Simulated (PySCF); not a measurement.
**Spin states and ions at one geometry of [BiBr2]+**

PySCF 2.14.0, RKS PBE, Bi def2-SVP with ECP60, Br def2-SVP; non-relativistic Hamiltonian with scalar-relativistic core potentials where named; density fitting; no spin-orbit coupling; singlets restricted, open shells unrestricted. The geometry is relaxed for charge +1, singlet, vacuum:

```xyz
3

Bi    0.0009    0.9683    0.0000
Br   -0.0006   -0.6397    1.9821
Br   -0.0006   -0.6397   -1.9821
```

Energies count from the relaxed state; an electron taken off or put on is at rest in vacuum. Charges and spins are Mulliken's.

Problem. Order these states by energy, lowest first.
A. charge 0, doublet, vacuum
B. charge +2, doublet, vacuum
C. charge +1, triplet, vacuum
D. charge +1, singlet, vacuum

Solution. A (-7.67 eV), D (0.00 eV), C (2.25 eV), B (15.39 eV).

Problem. How do charge and spin on the first atom follow?

Solution. 
```tsv
state	spin squared	charge on Bi1 (e)	spin on Bi1 (e)	dipole about the centre of mass (D)
charge +1, singlet, vacuum	0.00	0.99	0.00	2.54
charge +1, triplet, vacuum	2.00	0.75	0.88	0.75
charge +2, doublet, vacuum	0.75	1.28	-0.08	0.57
charge 0, doublet, vacuum	0.75	0.50	0.88	2.82
```

With an electron taken off (doublet) the charges change, summed by element, by Bi +0.28 e, Br +0.72 e. The vertical ionisation energy is 15.39 eV, against −ε(HOMO) = 12.38 eV of the relaxed state. The level lies 3.0 eV too high, as is usual for semilocal functionals and global hybrids, which keep a self-interaction error.

With an electron put on (doublet) the charges change, summed by element, by Bi -0.49 e, Br -0.51 e. The vertical electron affinity is 7.67 eV, against −ε(LUMO) = 10.45 eV of the relaxed state.

Open shells may have lower solutions than those found. Hard to converge, so the more doubtful: charge +2, doublet, vacuum.
